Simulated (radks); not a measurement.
The numbers below are computed, except where a source is named.
Spherical quantum dot in the effective-mass picture: electrons in a parabolic well V = omega^2 r^2 / 2 with omega = 1.62, with a point charge +1 (a donor) at the centre, all in effective atomic units (hartree* = m*/eps^2 hartree, bohr* = eps/m* bohr), one dielectric constant everywhere. Level of theory: non-relativistic Kohn-Sham, PBE, spin-polarised, spherical densities (a radial shooting solver with Libxc functionals). Levels are named by radial order and angular momentum (1s, 1p, 1d, 2s, ...), and open shells are averaged over m.

N = 30, configuration 1s2 1p6 1d10 2s2 1f(up 7, down 3). This is the lowest configuration that the search found. Occupied and some empty levels:

level    occupation  eigenvalue (hartree*)  <r> (bohr*)
1s up             1                 17.868        1.096
1s down           1                 17.882        1.082
1p up             3                 18.876        1.608
1p down           3                 18.916        1.595
2s up             1                 19.561        1.629
2s down           1                 19.603        1.633
1d up             5                 19.755        1.881
1d down           5                 19.808        1.874
1f up             7                 20.682        2.079
1f down           3                 20.742        2.076
2p up             0                 20.816        1.819
2p down           0                 20.853        1.824
1g up             0                 21.673        2.240
1g down           0                 21.735        2.241
2d up             0                 21.956        2.018
2d down           0                 21.993        2.021

Energy (hartree*): total 377.552, kinetic 51.150, external 123.58, Hartree 221.14, exchange-correlation -18.319.
